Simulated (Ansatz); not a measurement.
Geometry optimisation, UKS PBE-D4/6-31G* in Ansatz.

Input file:

```yaml
crystal:
  periodic: [false, false, false]
  atoms:
    - { symbol: B, position_ang: [0.047127, 0.084318, -0.425634] }
    - { symbol: F, position_ang: [-0.006101, -0.191251, 2.06436] }
    - { symbol: H, position_ang: [1.049281, 0.322373, -1.039341] }
    - { symbol: "N", position_ang: [-1.26265, 0.018962, -0.850296] }
    - { symbol: H, position_ang: [-2.034653, -0.193424, -0.216413] }
    - { symbol: H, position_ang: [-1.562389, 0.188481, -1.816938] }
    - { symbol: F, position_ang: [-0.145015, -0.229459, 3.414262] }
magnetization:
  spin_polarized: true
  initial_magnetization: 1
basis:
  gaussian: { orbitals: "6-31G*" }
hamiltonian:
  xc: pbe
  dispersion: d4
relax:
  f_tol: 0.03
  max_steps: 50
```

Command:

```bash
$ ansatz run input.yaml --threads 2 --pin off --max-ram 3072MiB --backend cpu --events-out ev --progress --plain --runs-dir out
```

Question: Where does it end, and by what steps?

Answer: The run converged. After 16 steps the energy has fallen by 5.176 eV; F7 moved furthest, 1.42 Å. Joined: B1–F2 (2.51 → 1.37 Å).

```
step  energy less start (eV)  largest force component (eV/Å)  accepted
   0                  0.0000                           6.874       yes
   1                 -0.7388                           5.991       yes
   2                 -1.7162                           7.444       yes
   3                 -3.3984                           6.395       yes
   4                 -4.6139                           2.601       yes
   5                 -4.7776                           2.314       yes
   6                 -4.8694                           1.215       yes
   7                 -4.9470                           0.353       yes
   8                 -5.0049                           0.382       yes
   9                 -5.0683                           0.192       yes
  10                 -5.1213                           0.134       yes
  11                 -5.1585                           0.151       yes
  12                 -5.1676                           0.146       yes
  13                 -5.1735                           0.129       yes
  14                 -5.1751                           0.116       yes
  15                 -5.1755                           0.106       yes
  16                 -5.1760                           0.010       yes
```

```xyz
7
Properties=species:S:1:pos:R:3
B 0.171 0.078 -0.145
F 0.626 -0.056 1.143
H 1.016 0.233 -0.992
N -1.196 0.029 -0.375
H -1.808 -0.105 0.433
H -1.635 0.119 -1.286
F -1.088 -0.298 2.350
```

Whether the end is a true minimum wasn't checked by a vibrational analysis.

Run time: 14 s on 2 threads of Intel(R) Xeon(R) 6975P-C (Granite Rapids) (shared host), peak memory 0.17 GiB.
